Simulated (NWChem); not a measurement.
# SiH$_{4}$Se$_{2}$; SMILES [SiH3][Se][SeH]

```xyz
7

Se     0.9047     0.5862     0.0078
Se    -0.2314    -1.4695     0.0806
H     -0.3270    -1.6443    -1.3818
Si    -0.9879     1.8817    -0.0104
H     -1.8135     1.6249     1.2043
H     -1.7949     1.6117    -1.2361
H     -0.5093     3.2980    -0.0177
```
Atoms are numbered in this order, from 1.

Computed with NWChem. Coordinates come from a PBE0/def2-SVP optimisation. GIAO values for the isolated, static molecule; σ is the absolute isotropic shielding, δ = σ(reference) − σ with the isolated reference molecule computed at the same levels (1H: tetramethylsilane, 29Si: tetramethylsilane). Spin-orbit effects, on the heavy nuclei and on their neighbours, are missing.

| level | σ Se1 (ppm) | σ Se2 (ppm) | δ H3 (ppm) | δ Si4 (ppm) | δ H5 (rotor mean) (ppm) |
|---|---|---|---|---|---|
| BHandHLYP/pcSseg-1 | 2012.5 | 1794.8 | 2.82 | -41.1 | 4.55 |
| LDA (Slater exchange, VWN5)/pcSseg-1 | (withheld) | (withheld) | (withheld) | (withheld) | (withheld) |
| PBE/pcSseg-1 | 1881.8 | 1666.6 | 3.00 | -45.8 | 4.86 |

Q: Complete the blanks.

A: 
- LDA (Slater exchange, VWN5)/pcSseg-1, σ Se1 (ppm): 1843.2
- LDA (Slater exchange, VWN5)/pcSseg-1, σ Se2 (ppm): 1632.6
- LDA (Slater exchange, VWN5)/pcSseg-1, δ H3 (ppm): 3.49
- LDA (Slater exchange, VWN5)/pcSseg-1, δ Si4 (ppm): -44.4
- LDA (Slater exchange, VWN5)/pcSseg-1, δ H5 (rotor mean) (ppm): 5.06
